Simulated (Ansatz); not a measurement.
Born–Oppenheimer molecular dynamics of FGeH$_{5}$S (8 atoms, charge 0, multiplicity 1). It starts at the highest image of a converged band, a first-order saddle point between two minima.

Theory: Ansatz, RKS PBE0/def2-SVP.

```yaml
ensemble: NVE (velocity Verlet)
time_step: 0.5 fs
steps_asked: 200
starting_velocities_drawn_for: 300 K
seed: 5897
```

First frame:

```xyz
8
Properties=species:S:1:pos:R:3
Ge -0.512 0.094 -0.742
F 1.257 -0.899 -0.406
H 0.022 0.056 -2.193
H -0.850 1.572 -0.465
H -1.664 -0.903 -0.590
H 1.050 -0.784 0.696
S 0.018 -0.155 1.805
H 0.677 1.021 1.894
```

Problem. How far do the bonds stretch over the last three quarters of this one trajectory? (Pairs bonded in most of those frames.)

Solution. 
```tsv
bond	mean (Å)	spread (Å)	shortest	longest
Ge1–H3	1.535	0.021	1.49	1.57
Ge1–H4	1.545	0.017	1.51	1.57
Ge1–H5	1.537	0.010	1.52	1.55
Ge1–S7	2.327	0.192	2.08	2.63
F2–H6	0.952	0.032	0.91	1.04
S7–H8	1.353	0.009	1.34	1.37
```

Mean temperature of the second half: 1410 K. The conserved energy stayed within 0.072 meV per atom of its start (net change -0.016 meV per atom), so the integration is sound. The kinetic energy rose, since the run started high on the potential surface and went downhill. It ends in pieces (FH + GeH4S), so much of that is their flight and rotation, not heat. A run of 0.1 ps of so small a system gives no equilibrium averages. The orbitals stay closed-shell, which can raise the energy where a bond breaks towards radicals; this wasn't checked here.

Run time: 4.6 min on 2 threads of Intel(R) Xeon(R) Platinum 8488C (Sapphire Rapids) (shared host), peak memory 0.2 GiB.
